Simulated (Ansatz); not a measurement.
Reaction (ligand exchange at the In–C bond): `[NH2][In]([F])[CH]=O` + CH₃OH → `C[O][In]([NH2])[F]` + `C=O`

Program: Ansatz. Geometries: PBE0-D4/def2-TZVP. ΔE: electronic, gas phase. CCSD(T)/CBS adds triple-zeta CCSD(T) − MP2 to the extrapolated MP2 energy (def2 sets, frozen cores). This one scheme is used for every species. DFT in def2-TZVPP. Elements past krypton have def2 core potentials. For In outer-core shells are correlated without core-valence functions, which leaves a few kJ/mol of doubt a bond. One conformer a species, not always the lowest.

| level | ΔE (kJ/mol) |
| --- | --- |
| B97M-V | -35.8 |
| CAM-B3LYP | -33.9 |
| LC-ωPBE | -36.8 |
| HF/def2-QZVPP | -46.8 |

(1) What does CCSD(T)/CBS give? (Estimate.)

(2) What do rigid-rotor, harmonic-oscillator terms from PBE0-D4/def2-TZVP frequencies (298.15 K, 1 bar) make of the CCSD(T)/CBS value? (An estimate is asked.)

Largest T1 diagnostic among the species: 0.018.

## Answers

(1) The calculation gave: -43.0 kJ/mol. The listed levels differ from it by 7.2, 9.1, 6.2, -3.8 kJ/mol.

(2) Computed: ΔZPE = -1.8 kJ/mol, ΔH = -44.4 kJ/mol, ΔS = -9 J/(mol·K), ΔG = -41.7 kJ/mol. Modes under 50 cm⁻¹ make the entropy rough.

Leaving LDA and LC-ωPBE aside and taking each functional with its dispersion term where it has one, the values, not all of them listed here, spread over 17.1 kJ/mol, from ωB97X-V to PBE-D4. LDA lies +4.2 kJ/mol from PBE without D4. From PBE to PBE0 (25 % exact exchange), in def2-TZVPP and without D4, ΔE moves by −5.5 kJ/mol. At CCSD(T), def2-SVP lies −5.1 kJ/mol from the extrapolated value and def2-TZVPP +3.3 kJ/mol.

CCSD(T)/CBS has its own doubt, a few kJ/mol and more with outer-core shells, so smaller differences from it don't rank the levels.
